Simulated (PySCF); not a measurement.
# What a mistake does to a calculation on AlGeH6Si cation

Calculated results; nothing here was measured. They come from PySCF 2.14.0, an open-source quantum chemistry program, on an isolated molecule that a program drew, which may never have been made. The molecule is AlGeH6Si cation (charge +1, singlet), drawn as the SMILES string `[AlH+][GeH2][SiH3]`.

Each row is a Hartree-Fock (HF) and frozen-core CCSD(T) single point in the cc-pV(D+d)Z basis, meant for a local HF minimum. Run 1 is clean. Each other run has one planted mistake out of seven kinds, and not every kind appears here: one electron removed, one electron added, multiplicity raised by two, geometry at a saddle point, minimal basis STO-3G, one bond length entered in bohr, all coordinates scaled. The reference is restricted for singlets and unrestricted otherwise, and also for a bond in bohr. Adding or removing an electron swaps singlet and doublet. Electrons count all cores. HOMO and LUMO are orbital energies over both spins, the gradient is its largest component, and the lowest frequency (negative if imaginary) is given only where the gradient is small. Bond lengths are over the 8 bonds as drawn. T1 is the CCSD diagnostic: over 0.02 (restricted) or 0.045 (unrestricted) a single reference is doubtful. Germanium has the cc-pVDZ-PP basis, with a core potential (ECP10MDF) in place of its 10 inner electrons, and its 3s, 3p and 3d shells are frozen in CCSD(T).

Geometry of the clean run:
```xyz
9
AlGeH6Si cation, angstrom
Al   -2.4207    0.5716   -0.7540
Ge   -0.8695    0.0977    1.2045
Si    0.3106   -1.9996    0.8914
H    -3.3761    0.8744   -1.9489
H    -1.8720    0.1501    2.3559
H    -0.0200    1.3672    1.1833
H     1.0715   -1.8709   -0.3641
H     1.1784   -2.1582    2.0689
H    -0.7183   -3.0504    0.7962
```

| run | electrons | basis functions | <S^2> | HOMO (eV) | LUMO (eV) | gradient (hartree/bohr) | lowest frequency (cm^-1) | mean bond (Å) | longest bond (Å) | T1 | HF (hartree) | CCSD(T) (hartree) | mistake |
|---|---|---|---|---|---|---|---|---|---|---|---|---|---|
| 1 | 64 | 99 | 0.000 | -14.88 | -4.39 | 2.5e-05 | 79 | 1.7504 | 2.543 | 0.0141 | -827.46883 | -827.77641 | no fault |
| 2 | 65 | 99 | 0.786 | -5.66 | 0.73 | 2.0e-02 | - | 1.7504 | 2.543 | 0.0169 | -827.65298 | -827.97409 | one electron added |
| 3 | 63 | 99 | 0.785 | -20.67 | -12.90 | 7.3e-02 | - | 1.7504 | 2.543 | 0.0227 | -826.95824 | -827.24274 | one electron removed |
| 4 | 64 | 99 | 0.899 | -13.43 | -4.80 | 8.0e-03 | - | 1.9203 | 2.887 | 0.0346 | -827.37605 | -827.66727 | ? |

**Which mistake was planted in run 4, and what did it cost?**

The mean bond changes by a factor of 1.097 and the longest by 1.135, so the molecule wasn't scaled as a whole. A length L in bohr read as angstrom grows by (1/0.5292 - 1) L = 0.890 L. The 8 bonds together grew by 8 x 0.1699 = 1.359 Å, which gives L = 1.528 Å. That is the length of one of the Ge-H bonds, 1.528 Å in the clean geometry. So the mistake is: one bond length entered in bohr. Subtracting run 1 and multiplying by 627.51 kcal/mol a hartree, the energy moved by 58.2 kcal/mol in HF and 68.5 kcal/mol in CCSD(T).

